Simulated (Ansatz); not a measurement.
This singlet lies 4.53 eV below the relaxed triplet at the level composite: frozen-core CCSD(T) with HF/cc-pVQZ and the correlation energy extrapolated as X^-3 from cc-pVTZ and cc-pVQZ, plus CCSDT(Q) minus CCSD(T) in cc-pVDZ // B3LYP-D3(BJ)/def2-TZVP (Ansatz, an electronic-structure program).

A geometry relaxed with Ansatz with B3LYP-D3(BJ)/def2-TZVP, charge 0, multiplicity 1:

```xyz
6

H     -1.2379    -0.8468     0.1864
B      0.6850     0.0139    -0.0022
H      1.2854    -0.9921     0.2219
H      1.2424     1.0436    -0.2302
H     -1.2725     0.7957    -0.1782
N     -0.7024    -0.0143     0.0023
```

**Question.** Write the SMILES of this molecule.

**Answer.** `BN`
